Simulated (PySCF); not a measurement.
UHF on Co⁺ (cobalt, charge +1)

Configuration: [Ar] 3d8, high-spin 3F determinant. Computed with PySCF 2.14 in def2-TZVP (6s4p4d1f, 45 functions), with the non-relativistic Hamiltonian (point nucleus).

* Total energy: -1381.107253 hartree
* One-electron energy: -1911.1880 hartree
* Hartree (Coulomb) energy: 588.1135 hartree
* Exchange energy: -58.0328 hartree
* Kinetic energy: 1380.88215 hartree
* ⟨S²⟩: 2.0050
* ⟨L²⟩: 12.023
* Sum of ⟨r⟩: 17.31 bohr
* Sum of ⟨r²⟩: 19.65 bohr²
* Density at the nucleus (Gaussians lack the cusp): 13000 bohr⁻³
* Spin density at the nucleus: -0.0328 bohr⁻³
* Langevin diamagnetic susceptibility: -15.6 ×10⁻⁶ cm³/mol
* Time after the integrals: 0.23 s of wall time on 1 thread of Neoverse-V1 (shared host)

```json
{"shell": "1s α", "electrons": "1", "mean orbital energy (hartree)": "-283.16022", "spread (hartree)": "0", "rms radius, mean of both spins (bohr)": "0.0659"}
{"shell": "1s β", "electrons": "1", "mean orbital energy (hartree)": "-283.15894", "spread (hartree)": "0", "rms radius, mean of both spins (bohr)": "0.0659"}
{"shell": "2s α", "electrons": "1", "mean orbital energy (hartree)": "-34.96268", "spread (hartree)": "0", "rms radius, mean of both spins (bohr)": "0.279"}
{"shell": "2s β", "electrons": "1", "mean orbital energy (hartree)": "-34.89772", "spread (hartree)": "0", "rms radius, mean of both spins (bohr)": "0.279"}
{"shell": "2p α", "electrons": "3", "mean orbital energy (hartree)": "-30.22018", "spread (hartree)": "0", "rms radius, mean of both spins (bohr)": "0.250"}
{"shell": "2p β", "electrons": "3", "mean orbital energy (hartree)": "-30.15641", "spread (hartree)": "0", "rms radius, mean of both spins (bohr)": "0.250"}
{"shell": "3s α", "electrons": "1", "mean orbital energy (hartree)": "-4.69056", "spread (hartree)": "0", "rms radius, mean of both spins (bohr)": "0.847"}
{"shell": "3s β", "electrons": "1", "mean orbital energy (hartree)": "-4.50919", "spread (hartree)": "0", "rms radius, mean of both spins (bohr)": "0.847"}
{"shell": "3p α", "electrons": "3", "mean orbital energy (hartree)": "-3.21219", "spread (hartree)": "0", "rms radius, mean of both spins (bohr)": "0.904"}
{"shell": "3p β", "electrons": "3", "mean orbital energy (hartree)": "-2.99282", "spread (hartree)": "0", "rms radius, mean of both spins (bohr)": "0.904"}
{"shell": "3d α", "electrons": "5", "mean orbital energy (hartree)": "-0.77223", "spread (hartree)": "0.04880", "rms radius, mean of both spins (bohr)": "1.26"}
{"shell": "3d β", "electrons": "3", "mean orbital energy (hartree)": "-0.68043", "spread (hartree)": "0", "rms radius, mean of both spins (bohr)": "1.26"}
```
